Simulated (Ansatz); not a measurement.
Pulling the pair apart

The pair of Cu⁺ (SMILES [Cu+], atom 1) and H2Te (SMILES [TeH2], atoms 2–4), both closed shells, in one local arrangement (a lower one may exist), relaxed at PBE0-D4/def2-TZVP:

```xyz
4
angstrom
Cu 1.2538 0.3183 -1.5235
Te -0.7402 -0.3264 -0.1642
H 0.1910 -1.0828 0.9853
H -0.7046 1.0908 0.7024
```

H2Te is shifted rigidly along the line between the mean atom positions of the two fragments (negative: closer). Counterpoise interaction energies in kcal/mol. Ansatz 0.2.0; basis: def2-TZVPPD; cores frozen in the correlated methods. The 3s and 3p shells of Cu and Zn are frozen; filled d shells are correlated. Core potentials replace the inner electrons of the atoms past krypton. The def2 sets are not built for correlating such inner shells, so the correlated values are less sure here. B3LYP uses VWN-RPA correlation.

```
shift (Å)  PBE-D4  B3LYP-D4  PBE0-D4
    -0.25  -58.68    -48.91   -48.63
    -0.12  -62.86    -54.04   -53.31
     0.00  -63.60    -55.64   -54.53
     0.12  -62.25    -55.04   -53.61
     0.30  -58.44    -52.09   -50.29
     0.62  -49.61    -44.49   -42.01
     1.25  -34.20    -29.72   -26.77
     2.50  -19.89    -14.37   -11.17
```

What does CCSD(T) give at these shifts? (To be estimated.)

The calculation gives: -36.00, -41.49, -43.48, -43.24, -40.74, -33.33, -19.35, -5.65 kcal/mol. For zero shift, CCSD(T) at an estimated basis limit (MP2 extrapolated from triple and quadruple zeta, plus CCSD(T) − MP2 in triple zeta) gives -48.80 kcal/mol. These are counterpoise interaction energies, counted from the two frozen fragments.

The T1 diagnostic stays at or below 0.019.

For scale, one of the runs: CCSD(T)/def2-TZVPPD, 160 basis functions, launched by `ansatz run in.yaml --threads 2 --pin off --events-out ev --progress --plain --max-ram 5222MiB`. Hardware: 2 CPU threads of an Intel Xeon Platinum 8375C, shared host. Wall time 22 s; peak host memory 0.92 GiB.
